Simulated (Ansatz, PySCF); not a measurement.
Process, species as SMILES: CC(C)(C)O[Si](F)(F)F [trifluoro-[(2-methylpropan-2-yl)oxy]silane] + 3 C (CH4) + O (H2O) + 3 [SiH4] (SiH4) → 3 CC (C2H6) + CO (CH4O) [methanol] + 3 F[SiH3] [fluorosilane] + O[SiH3]
Structures are relaxed separately at B3LYP-D3(BJ)/def2-TZVP in Ansatz (a quantum-chemistry and plane-wave program), one conformer each, not searched for the lowest. Frequencies are from Ansatz or PySCF.

Wanted: bond separation energy (0 K, with B3LYP-D3(BJ) harmonic zero-point energies), in kJ/mol. Valence correlation only, unless marked. No spin-orbit coupling. No relativistic terms. CBS(X,Y): correlation extrapolated as X^-3; Hartree-Fock from the larger set. [CCSD(T)-MP2]/basis is that difference in the basis named.

```tsv
level	program	bond separation energy (kJ/mol)
r2SCANh-D4/def2-TZVPD	Ansatz + dftd4	203.9
B2PLYP-D4/def2-TZVPD	Ansatz + dftd4	187.6
SCS-MP2/STO-3G	Ansatz	131.9
SCS-MP2/aug-cc-pV(D+d)Z	Ansatz	178.8
SCS-MP2/cc-pV(D+d)Z	Ansatz	182.9
CCSD/STO-3G	Ansatz	127.1
RI-MP2/CBS(cc-pV(T+d)Z,cc-pV(Q+d)Z)+[CCSD(T)-MP2]/cc-pV(T+d)Z	Ansatz	193.1
```
